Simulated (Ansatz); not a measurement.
Na2Pb3⁺, relaxed as a doublet with UKS PBE0-D4/def2-SVP in Ansatz, starting from the GFN1-xTB geometry. Force threshold 0.02 eV/Å.

In the def2 sets Pb takes a core potential; there is no spin–orbit coupling. The relaxation made no stability test and no search for a lower SCF solution. The structure comes from a short search, and lower isomers may exist.

Start:

```xyz
5

Na   -0.003   -2.112   -0.692
Na   -1.617    1.886   -1.412
Pb    1.192    0.855   -0.740
Pb   -1.164    0.248    1.145
Pb    1.592   -0.876    1.699
```

**Question.** Estimate the energy that the relaxation releases and the steps that it takes.

**Answer.** 0.22 eV, in 15 steps; 63 s on 4 threads of Arm Neoverse V2 on a shared host. The force fell under the threshold at step 4, but the optimiser went on and released 0.006 eV more. No frequencies were taken in this run, so the end may be a saddle point.

**Question.** Does the start keep its bonding?

**Answer.** By distances, no bond broke or formed. The bond that changes most is Na1–Pb4, from 3.21 to 3.64 Å (atoms count from 1). The end is the same structure that another start reached, the lowest one found.

**Question.** Predict the relaxed structure.

**Answer.** 
```xyz
5

Na    0.064   -2.460   -0.829
Na   -1.641    2.212   -1.516
Pb    1.081    0.754   -0.689
Pb   -1.223    0.229    1.261
Pb    1.719   -0.735    1.774
```
Bond lengths (bridged metal pairs left out): 5 × Na–Pb 3.20 to 3.64 Å; 3 × Pb–Pb 2.95 to 3.14 Å.
